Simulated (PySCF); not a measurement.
# RuO₂⁺ at several levels of theory

All levels use the PBE0 minimum (doublet; Ru–O 1.629 Å (×2); O–Ru–O 132.9°), basis [Ru def2-TZVP with ECP28, O def2-TZVP], scalar-relativistic core potentials, density fitting, no spin–orbit coupling, PySCF. For vertical energies the ionised species is a triplet (spins chosen at PBE0 and kept) and the electron-attached one a singlet. Open shells are unrestricted, also as the reference of the correlated levels. Dipoles are about the centre of mass. A dash marks a value that was not computed or is not defined at that level.

Z-matrix (Å, degrees; charge 1 multiplicity 2):
```
Ru
O  1 1.6293
O  1 1.6293 2 132.89
```

```csv
level,vertical IP (eV),vertical EA (eV),−ε(HOMO) (eV),dipole (D)
PBE0,18.36,9.62,15.63,2.81
HF,18.30,9.23,19.79,3.25
MP2,18.63,9.89,–,–
PBE,18.01,9.37,13.85,2.57
r2SCAN,18.13,9.32,14.23,2.73
B3LYP,18.44,9.71,15.41,2.77
TPSSh,–,–,14.69,2.77
```

Spin contamination in at least one species weakens the values at: HF, MP2.

With open d or f shells other occupations or spin states may lie lower.
